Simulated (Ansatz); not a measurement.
BH3N (SMILES B[NH]) moved off its minimum; all values from Ansatz (a first-principles code), cores frozen in correlated methods. Open shells are unrestricted.
(charge 0, multiplicity 2)
```xyz
5

B     -0.6261     0.2147     0.0237
N      0.5664    -0.1519    -0.0506
H     -1.5086    -0.7225     0.0061
H     -1.0777     1.3172     0.1517
H      1.5830     0.0174    -0.0770
```

Problem. Give the forces (eV/Å), the total energy and the dipole at CCSD(T)/aug-cc-pVTZ.

Solution. 
```
atom      Fx      Fy      Fz
----  ------  ------  ------
B1    -6.274  -0.033   0.385
N2     6.634  -0.629  -0.335
H3     0.721   0.880  -0.023
H4     0.149   0.260  -0.028
H5    -1.230  -0.479   0.002
```
Energy -81.1880 hartree, dipole 1.47 D.
